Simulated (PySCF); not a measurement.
Species: `n1nnc(C=O)cc1CC`. The columns A, B, C and D hold Mulliken, IAO, Hirshfeld and ESP-fitted charges (e) of one PBE0/pcSseg-1 density (PySCF), in a shuffled order. Coordinates in Å (GFN2-xTB); the density's dipole moment is (-2.48, 1.66, 1.77) D.

```tsv
atom	x	y	z	A	B	C	D
C1	-2.428	0.720	-0.452	-0.412	-0.279	-0.109	+0.106
C2	-1.805	-0.425	0.352	-0.269	-0.143	-0.065	-0.225
C3	-0.376	-0.597	-0.041	+0.157	+0.085	+0.088	+0.996
C4	0.661	0.148	0.526	-0.155	-0.061	-0.026	-0.959
C5	1.932	-0.131	0.036	+0.070	+0.037	+0.048	+1.038
C6	3.147	0.552	0.547	+0.253	+0.355	+0.133	+0.087
O7	3.132	1.389	1.407	-0.368	-0.332	-0.202	-0.351
N8	2.111	-1.039	-0.929	-0.166	-0.275	-0.099	-0.609
N9	1.103	-1.668	-1.416	-0.010	-0.009	-0.037	+0.087
N10	-0.103	-1.479	-1.001	-0.168	-0.255	-0.093	-0.551
H11	-1.893	1.651	-0.276	+0.141	+0.118	+0.041	-0.022
H12	-2.394	0.493	-1.514	+0.153	+0.134	+0.046	-0.010
H13	-3.465	0.856	-0.157	+0.152	+0.130	+0.051	+0.008
H14	-1.868	-0.203	1.418	+0.148	+0.134	+0.050	+0.047
H15	-2.340	-1.350	0.139	+0.167	+0.147	+0.053	+0.027
H16	0.508	0.885	1.299	+0.182	+0.108	+0.066	+0.263
H17	4.072	0.210	0.054	+0.128	+0.106	+0.054	+0.067
```

Task: Which column most likely holds the ESP-fitted charges?

Result: D. Σ q r misses the density's dipole by 0.13 D (D), 0.91 D (B), 1.53 D (A), 1.85 D (C). Charges fitted to the outside potential are the only set here that is tied to the molecule's multipoles.

Task: And the Hirshfeld charges?

Result: C. The mean sizes are 0.074 e (C), 0.159 e (B), 0.182 e (A), 0.321 e (D), and Hirshfeld charges are commonly the smallest of these schemes.

As computed, A = IAO, B = Mulliken, C = Hirshfeld, D = ESP-fitted. Hydrogens on carbon: IAO +0.13 to +0.18, Mulliken +0.11 to +0.15, Hirshfeld +0.04 to +0.07, ESP-fitted -0.02 to +0.26 e.

The Mulliken scheme counts on each atom the diagonal of the density matrix times the overlap matrix over that atom's basis functions. The Hirshfeld scheme weights the molecular density at each point by an atom's share of the summed free-atom densities.

Isolated species at its GFN2-xTB geometry (one conformer only).

Conformer computed: `[CH3:1][CH2:2][c:3]1[cH:4][c:5]([CH:6]=[O:7])[n:8][n:9][n:10]1`: C1–C2–C3–C4 85°, C4–C5–C6–O7 0°.
